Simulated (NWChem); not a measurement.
CH$_{6}$ClNOSi; SMILES CN[Si@H](O)Cl

```xyz
11

C      0.5578    -2.5089    -0.1175
N      0.8520    -1.1032     0.0324
Si    -0.2701     0.1319     0.3629
O     -1.6118    -0.1671    -0.5592
Cl     0.6822     1.9059    -0.1296
H     -0.5313    -2.6568    -0.1579
H      0.9657    -2.9131    -1.0599
H      0.9500    -3.1251     0.7124
H      1.8287    -0.8479    -0.0496
H     -0.7216     0.3116     1.7713
H     -2.4354     0.2195    -0.2473
```
Atoms are numbered in this order, from 1.

Program: NWChem. STO-3G and 3-21G are far too small for this property and stand as cheap habits. Structure relaxed at the PBE0/def2-SVP level. B3LYP is NWChem's, with the RPA form of VWN correlation. Field at 589 nm.

Q: Estimate the computed values for B3LYP/STO-3G. Quantities: isotropic polarisability (bohr³); anisotropy (bohr³).

A: 
| Quantity | Value |
|---|---|
| isotropic polarisability (bohr³) | 26.8 |
| anisotropy (bohr³) | 15.9 |
